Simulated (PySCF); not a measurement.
Zn(F)(GeH3) (FGeH3Zn), SMILES [Zn]([F])[GeH3].

Geometry optimised at PBE0-D3(BJ)/def2-SVP. The structure was generated by enumeration; whether it is a known compound was not checked.

All values below come from PBE0-D3(BJ)/def2-SVP run with PySCF.

Frequencies are harmonic and unscaled.

Modes within 1.5 cm⁻¹ of each other (mostly degenerate sets) share a row, with their intensities summed.

**Question.** List the normal modes with their intensities. (Estimate from the structure and the level; the computed values follow.)

**Answer.** 
```tsv
mode	ν (cm⁻¹)	IR (km/mol)	moving atoms (share of kinetic energy)
1–2	105	33.8	F 50 %, Zn 41 %
3	244	0.4	Ge 51 %, Zn 33 %, F 14 %
4–5	428	4.1	H 92 %
6	688	100.1	F 73 %, Zn 26 %
7	793	156.4	H 96 %
8–9	888	64.7	H 99 %
10	2143	55.7	H 100 %
11–12	2151	219.2	H 98 %
```
